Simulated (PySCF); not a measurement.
Te(Et)(NH2), SMILES CC[Te]N (C₂H₇NTe) (PBE0/def2-SVP optimised geometry):

```
11

Te    -0.468    -1.987     0.000
C     -0.857     0.156     0.000
C     -0.156     0.903    -1.116
H     -0.574     0.540     0.992
H     -1.954     0.229    -0.079
H     -0.491     0.559    -2.107
H      0.935     0.760    -1.065
H     -0.346     1.987    -1.048
N      1.575    -1.987     0.000
H      1.954    -1.515     0.819
H      1.951    -1.553    -0.840
```

Level of theory: PBE0/def2-TZVP, def2 effective core potentials past Kr (PySCF).

Question: What are the frontier orbital energies and the dipole moment?

Answer: HOMO-2 -8.52 eV, HOMO-1 -7.36 eV, HOMO -5.87 eV, LUMO -0.74 eV, LUMO+1 0.24 eV; dipole moment 2.26 D.

On the same geometry PySCF with PBE/def2-TZVP, def2 effective core potentials past Kr gives HOMO-2 -7.28 eV, HOMO-1 -6.05 eV, HOMO -4.82 eV, LUMO -1.61 eV, LUMO+1 -0.60 eV; dipole moment 2.16 D.
